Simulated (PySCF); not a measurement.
[Bi(H2O)3]3+: from a saddle point downhill

PySCF 2.14.0, RKS PBE0, Bi def2-SVP with ECP60, O def2-SVP, H def2-SVP; non-relativistic Hamiltonian with scalar-relativistic core potentials where named; density fitting; no spin-orbit coupling. Relaxed within the symmetry of its start, the geometry (D3h) is

```xyz
10

Bi    0.0000    0.0000    0.0000
O     2.3192    0.0000    0.0000
H     2.9205    0.0000    0.7849
H     2.9205    0.0000   -0.7849
O    -1.1596    2.0085    0.0000
H    -1.4602    2.5292    0.7849
H    -1.4602    2.5292   -0.7849
O    -1.1596   -2.0084    0.0000
H    -1.4603   -2.5292    0.7849
H    -1.4603   -2.5292   -0.7849
```

and its lowest harmonic modes are -297, -244, -244, -117, 32, 32 cm⁻¹ (negative: unstable). It was moved along the lowest mode and relaxed again, within the group D3 that the move left.

**Question.** Where does it end, and how much lower?

**Answer.** In D3, 0.247 eV lower, after 14 steps:
```xyz
10

Bi    0.0000    0.0000    0.0000
O     2.3093    0.0000    0.0000
H     2.9106   -0.7408    0.2622
H     2.9106    0.7408   -0.2622
O    -1.1546    1.9999    0.0000
H    -0.8137    2.8910    0.2622
H    -2.0968    2.1503   -0.2622
O    -1.1546   -1.9999    0.0000
H    -2.0968   -2.1502    0.2622
H    -0.8138   -2.8910   -0.2622
```

**Question.** How do the contacts change?

**Answer.** 
```csv
contact,saddle (Å),end (Å)
Bi1–O2 (H2O),2.319,2.309
Bi1–O5 (H2O),2.319,2.309
Bi1–O8 (H2O),2.319,2.309
```


**Question.** Is the end a minimum?

**Answer.** No, 1 of the modes stay unstable (below −25 cm⁻¹); lowest modes -85, 27, 27, 130, 142, 142 cm⁻¹.

State: singlet.
